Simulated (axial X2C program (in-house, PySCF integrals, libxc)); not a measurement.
# Spin–orbit effects down a group: molecules with Al, HF

Computed with an in-house all-electron X2C program for linear molecules (integrals from PySCF), spin-free (one-electron X2C) or two-component (2c: spin–orbit coupling with atomic mean-field Coulomb and Gaunt terms, which also bring small scalar terms), in Dyall basis sets with cores contracted in-house; open shells are unrestricted.

Basis sets: Al dyall-v3z, Cs dyall-cv3z, H dyall-v3z, K dyall-cv3z, Na dyall-cv3z, Rb dyall-cv3z.

```json
{"molecule": "AlH", "spin-free state": "M_S = 0, Λ = 0", "Re (Å)": "1.651", "ωe (cm⁻¹)": "1728.3", "De (eV)": "2.26", "2c state": "Ω = 0", "Re 2c (Å)": "1.651", "ωe 2c (cm⁻¹)": "1728.1", "De 2c (eV)": "2.26"}
{"molecule": "NaAl", "spin-free state": "M_S = 0, Λ = 0", "Re (Å)": "3.206", "ωe (cm⁻¹)": "190.4", "De (eV)": "-0.14", "2c state": "Ω = 0", "Re 2c (Å)": "3.206", "ωe 2c (cm⁻¹)": "190.4", "De 2c (eV)": "-0.19"}
{"molecule": "KAl", "spin-free state": "M_S = 1, Λ = 1", "Re (Å)": "3.494", "ωe (cm⁻¹)": "135.2", "De (eV)": "0.13", "2c state": "Ω = 2", "Re 2c (Å)": "3.495", "ωe 2c (cm⁻¹)": "135.3", "De 2c (eV)": "0.13"}
{"molecule": "RbAl", "spin-free state": "M_S = 1, Λ = 1", "Re (Å)": "3.650", "ωe (cm⁻¹)": "116.6", "De (eV)": "0.13", "2c state": "Ω = 2", "Re 2c (Å)": "3.652", "ωe 2c (cm⁻¹)": "116.4", "De 2c (eV)": "0.12"}
{"molecule": "CsAl", "spin-free state": "M_S = 1, Λ = 1", "Re (Å)": "3.816", "ωe (cm⁻¹)": "113.8", "De (eV)": "0.20", "2c state": "Ω = 2", "Re 2c (Å)": "3.818", "ωe 2c (cm⁻¹)": "113.6", "De 2c (eV)": "0.19"}
```

Each entry is the lowest single determinant of a limited PBE0 search at one distance. De goes to single-determinant-based atoms at the same level (for ions the charge split of lowest energy) and is withheld (n/a) where an atom does not fit its ground term or J level. Main or longest-lived isotopes. One determinant is a doubtful description, or other states lie close, for NaAl, KAl, RbAl, CsAl; these need not be ground states, and all values refer to the states named. Some open-shell Ω = 0 determinants are out of reach, so the Ω given for KAl, RbAl, CsAl need not be the lowest component. With several unpaired electrons the Ω given is that of one determinant, not necessarily of the lowest component. Some light 2c atoms are not at their ground J level, so De misses part of their lowering (0.04 eV or less). Where the atoms have a lower orbital projection than the molecule, De at mean-field level may be about a tenth of an eV too small.
